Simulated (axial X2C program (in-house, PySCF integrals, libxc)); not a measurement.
## Nuclear properties of SGeS⁺

Computed with an in-house all-electron X2C program for linear molecules (integrals from PySCF): two-component X2C with atomic mean-field Coulomb and Gaunt terms, Gaussian nuclei, basis S dyall-av3z, Ge dyall-v3z with contracted cores.

S–Ge–S held linear, with bonds 2.017 and 2.017 Å (near the PBE0 minimum at charge 1 of the determinant lowest at the starting distance; the state shown can have its own minimum elsewhere, held linear; other orders of the atoms were not compared).

Determinant lowest in the PBE0 search, Ω = 3/2 (⟨Sz⟩ = 0.50, ⟨Lz⟩ = 1.00 at PBE0), spin on the atoms S 0.31, Ge -0.12, S 0.31:

```
level  A∥/gI S (MHz)  qzz S (a.u.)  A∥/gI Ge (MHz)  qzz Ge (a.u.)
 PBE0            138          1.40           -77.1          -3.57
   HF            190          1.18            -340          -4.25
  LDA            132          1.46           -29.3          -3.02
```

Determinant 0.05 eV from it at PBE0 and this distance, Ω = 1/2 (⟨Sz⟩ = -0.50, ⟨Lz⟩ = 1.00 at PBE0), spin on the atoms S -0.31, Ge 0.12, S -0.31:

```csv
level,A∥/gI S (MHz),qzz S (a.u.),A∥/gI Ge (MHz),qzz Ge (a.u.)
PBE0,705,1.38,73.1,-3.56
HF,791,1.16,208,-4.18
LDA,669,1.45,141,-3.02
```

A∥ (defined per Ω) follows by multiplying with gI = μI/(I μN); qzz is the electric field gradient, eQq0 = 234.96 MHz × Q/barn × qzz. The operators were transformed with the bare-nucleus X2C matrices; with these basis sets, hyperfine constants and field gradients can be off by tens of per cent, and where levels differ in sign neither size nor sign is settled.

(1) With gI(33S) = 0.4292, Q(33S) = -0.0694 barn, Q(73Ge) = -0.196 barn (g factors from the IAEA table of nuclear moments by Stone; Q from Pyykkö, Mol. Phys. 2018), turn the PBE0 values of the first state into constants in MHz.

The molecule was held linear; bending was not examined, so a bent shape may lie lower.

Each state is one determinant with collinear spin. Unrestricted Hartree–Fock can overshoot spin polarisation at the nuclei. The search compared states at one distance, so a state with another bond length can lie lower. Where a field gradient or hyperfine factor spreads by more than a factor of two over the levels, a constant derived from it is not to be relied on. PBE0 term energies can be off by some tenths of an eV.

## Answers

(1) A∥(33S) = 138 × 0.4292 = 59.2 MHz; eQq0(33S) = 234.96 × (-0.0694) × (1.40) = -22.8 MHz; eQq0(73Ge) = 234.96 × (-0.196) × (-3.57) = 164 MHz.
